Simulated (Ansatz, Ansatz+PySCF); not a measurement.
```xyz
5

Ge    0.0000    0.0000    0.0000
H     0.8875    0.8875    0.8875
H     0.8875   -0.8875   -0.8875
H    -0.8875    0.8875   -0.8875
H    -0.8875   -0.8875    0.8875
```

RHF-MP2 on singlet GeH4 was run in several spherical basis sets with Ansatz (development build ahead of 0.2.0). Frozen core: 9 orbitals.

Q: Rank the basis sets by the total energy that they give, lowest first, with the distance from the lowest.
A. def2-TZVP
B. def2-SVP
C. 6-31G(d)

A: A (0.00 eV), B (7.65 eV), C (8.57 eV).

Totals follow the description of the cores as much as that of the bonds, so this order isn't one of quality for chemistry.
